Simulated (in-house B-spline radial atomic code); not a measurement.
Configurations of Lu⁴⁺, with energies counted from [Xe] 4f13. Level of theory: Dirac-Hartree-Fock, average of configuration, Fermi nucleus of rms radius 5.37 fm; calculated with a radial B-spline atomic code at the basis-set limit. Energies include first-order Breit, QED and recoil terms.

Occupations are held fixed; configurations that lie above the ionisation limit could autoionise.

```
             configuration  E - E(ref) (eV)  highest orbital  its <r> (bohr)
             [Xe] 4f12 5d1           18.898            5d5/2           1.786
             [Xe] 4f12 6p1           32.469            6p3/2            3.11
[Kr] 4d10 4f13 5s2 5p5 5d1           36.426            5d5/2           1.829
             [Xe] 4f12 6g1           55.687            6g7/2           8.743
[Kr] 4d10 4f13 5s2 5p5 6d1           58.933            6d5/2           4.085
[Kr] 4d10 4f13 5s2 5p5 7s1           59.717            7s1/2           4.771
             [Xe] 4f12 9g1           60.952            9g7/2           22.19
 [Kr] 4d9 4f13 5s2 5p6 7s1           240.48            7s1/2           4.735
 [Kr] 4d9 4f13 5s2 5p6 7p1           243.67            7p3/2            5.42
 [Kr] 4d9 4f13 5s2 5p6 6g1            252.9            6g7/2           8.743
```

(1) Order these further configurations by energy, lowest first.
A. [Kr] 4d9 4f13 5s2 5p6 8g1
B. [Kr] 4d10 4f13 5s2 5p5 6s1
C. [Xe] 4f12 8s1
D. [Xe] 4f12 8g1
E. [Xe] 4f12 9p1

(2) How far above the reference does [Kr] 4d10 4f13 5s2 5p5 5g1 lie?

(3) How far above the reference does [Kr] 4d10 4f13 5s2 5p5 8s1 lie?

(4) How far above the reference does [Kr] 4d10 4f13 5s2 5p5 7d1 lie?

Results:

(1) B (41.527 eV), C (51.327 eV), E (56.575 eV), D (59.832 eV), A (257.04 eV).

(2) 67.801 eV; its least bound orbital is 5g7/2 with <r> = 5.467 bohr.

(3) 67.675 eV; its least bound orbital is 8s1/2 with <r> = 7.472 bohr.

(4) 67.379 eV; its least bound orbital is 7d5/2 with <r> = 6.785 bohr.
